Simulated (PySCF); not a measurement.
Computed Raman spectrum (relative Raman activity) of a molecule C3H9In. Coordinates come from a PBE-D3(BJ)/def2-SVP optimisation. The def2 effective core potentials stand for the cores of In; spin–orbit coupling is left out. One conformer was computed; it need not be the lowest. These are PySCF with PBE-D3(BJ)/def2-SVP values and carry that method's errors. Frequencies are harmonic and unscaled.

Lines under 2 % of the strongest are left out, and lines within 2 cm⁻¹ are merged.

ν (cm⁻¹): 56 (w), 267 (vw), 338 (vw), 552 (vw), 586 (w), 1063 (w), 1113 (m), 1271 (vw), 1293 (w), 1382 (vw), 1410 (w), 1417 (w), 1684 (vs), 1693 (s), 2955 (s), 2959 (s), 2961 (w), 2991 (s), 3013 (vw), 3047 (w), 3050 (m) (against the strongest line: vs over 80 %, s over 45 %, m over 15 %, w over 4 %, vw less)

### Question
Which molecule gave these data?
A) [CH3][In]([CH3])[CH3]
B) C[CH2][InH][CH3]
C) CC[CH2][InH2]
D) C[CH](C)[InH2]

### Answer
C, CC[CH2][InH2]
